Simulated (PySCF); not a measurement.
Copper: a sound run and one with changed settings

Sound run: Cu⁺ [Ar] 3d10, Cu²⁺ [Ar] 3d9. Computed with PySCF 2.14 in cc-pVDZ-PP with ECP10MDF, with a scalar-relativistic core potential. The sound run starts from symmetry-adapted Hartree-Fock orbitals and uses a fine grid where one is needed.

A second run was set up differently.

```
species  method  sound run (hartree)  changed run (hartree)  converged
    Cu⁺     UHF           -195.92191             -195.92191        yes
    Cu⁺    PBE0           -196.92926             -200.44897        yes
    Cu⁺   M06-L           -197.01156             -200.54929        yes
   Cu²⁺     UHF           -195.29094             -195.29094        yes
   Cu²⁺    PBE0           -196.19216             -197.54451        yes
   Cu²⁺   M06-L           -196.28630             -201.17497        yes
```

Ionisation energy of Cu⁺:

```
method  sound run (eV)  changed run (eV)
   UHF          17.169            17.169
  PBE0          20.057            79.034
```

(1) What was changed?
A. angular grid far too coarse
B. minimal basis
C. basis contracted for another Hamiltonian
D. too few SCF iterations

Results:

(1) A. It used 6 angular points. A coarse angular grid integrates products of high-l functions wrongly, so density functionals can shift, and the SCF can exploit the error; Hartree-Fock and MP2 need no grid.
